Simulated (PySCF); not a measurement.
## Electron correlation in S⁺ (sulfur, charge +1)

[Ne] 3s1 3p3 4s1, high-spin 6S determinant (an excited configuration). Calculation: PySCF 2.14, in aug-cc-pwCVDZ (6s5p3d, 36 functions); no relativity, point nucleus. Frozen: [Ne]; 5 electrons correlated.

MP2 pair energies summed by pair of shells (mhartree):

```tsv
pair	energy	share (%)
3p-3p	-17.91	64.0
3p-4s	-8.12	29.0
3s-3p	-1.67	6.0
3s-4s	-0.30	1.1
```

Total MP2 correlation energy: -28.00 mhartree.

Same-spin part -28.00 and opposite-spin part 0.00 mhartree; SCS-MP2 scales them by 1/3 and 6/5 to -9.33 mhartree.
